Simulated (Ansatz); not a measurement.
`[NH2][AlH][SiH2]O` + SiH₄ → `O[SiH2][AlH][SiH3]` + NH₃  (formal exchange of groups at the Al–N bond)

Isolated molecules relaxed with PBE0-D4/def2-TZVP in Ansatz; ΔE leaves out vibrations. CCSD(T)/CBS adds triple-zeta CCSD(T) − MP2 to the extrapolated MP2 energy (def2 sets, frozen cores). This one scheme is used for every species. DFT in def2-TZVPP. B3LYP here is the variant with VWN-RPA as its local correlation; programs differ in this. One conformer a species, not always the lowest.

```json
{"level": "PBE-D4", "ΔE (kJ/mol)": "76.4", "difference from CCSD(T)/CBS": "-16.7"}
{"level": "r2SCAN-D4", "ΔE (kJ/mol)": "91.0", "difference from CCSD(T)/CBS": "-2.1"}
{"level": "PBE0-D4", "ΔE (kJ/mol)": "78.5", "difference from CCSD(T)/CBS": "-14.6"}
{"level": "B3LYP-D4", "ΔE (kJ/mol)": "95.6", "difference from CCSD(T)/CBS": "2.5"}
{"level": "ωB97X-V", "ΔE (kJ/mol)": "93.3", "difference from CCSD(T)/CBS": "0.2"}
{"level": "ωB97M-V", "ΔE (kJ/mol)": "99.0", "difference from CCSD(T)/CBS": "5.9"}
{"level": "B2PLYP", "ΔE (kJ/mol)": "100.7", "difference from CCSD(T)/CBS": "7.6"}
{"level": "PBE", "ΔE (kJ/mol)": "77.5", "difference from CCSD(T)/CBS": "-15.6"}
{"level": "r2SCAN", "ΔE (kJ/mol)": "91.5", "difference from CCSD(T)/CBS": "-1.6"}
{"level": "PBE0", "ΔE (kJ/mol)": "79.8", "difference from CCSD(T)/CBS": "-13.3"}
{"level": "B3LYP", "ΔE (kJ/mol)": "97.4", "difference from CCSD(T)/CBS": "4.3"}
{"level": "HF/def2-TZVPP", "ΔE (kJ/mol)": "105.1", "difference from CCSD(T)/CBS": "12.0"}
{"level": "MP2/def2-TZVPP", "ΔE (kJ/mol)": "103.3", "difference from CCSD(T)/CBS": "10.2"}
{"level": "SCS-MP2/def2-TZVPP", "ΔE (kJ/mol)": "105.0", "difference from CCSD(T)/CBS": "11.9"}
{"level": "CCSD/def2-TZVPP", "ΔE (kJ/mol)": "95.0", "difference from CCSD(T)/CBS": "1.9"}
{"level": "CCSD(T)/def2-TZVPP", "ΔE (kJ/mol)": "93.8", "difference from CCSD(T)/CBS": "0.7"}
{"level": "HF/def2-QZVPP", "ΔE (kJ/mol)": "106.2", "difference from CCSD(T)/CBS": "13.1"}
{"level": "MP2/def2-QZVPP", "ΔE (kJ/mol)": "103.3", "difference from CCSD(T)/CBS": "10.2"}
{"level": "SCS-MP2/def2-QZVPP", "ΔE (kJ/mol)": "105.0", "difference from CCSD(T)/CBS": "11.9"}
{"level": "HF/CBS(def2)", "ΔE (kJ/mol)": "106.3", "difference from CCSD(T)/CBS": "13.2"}
{"level": "MP2/CBS(def2)", "ΔE (kJ/mol)": "102.6", "difference from CCSD(T)/CBS": "9.5"}
{"level": "CCSD/CBS(def2)", "ΔE (kJ/mol)": "94.3", "difference from CCSD(T)/CBS": "1.2"}
{"level": "CCSD(T)/CBS", "ΔE (kJ/mol)": "93.1", "difference from CCSD(T)/CBS": "0"}
```

Largest T1 diagnostic among the species: 0.013.
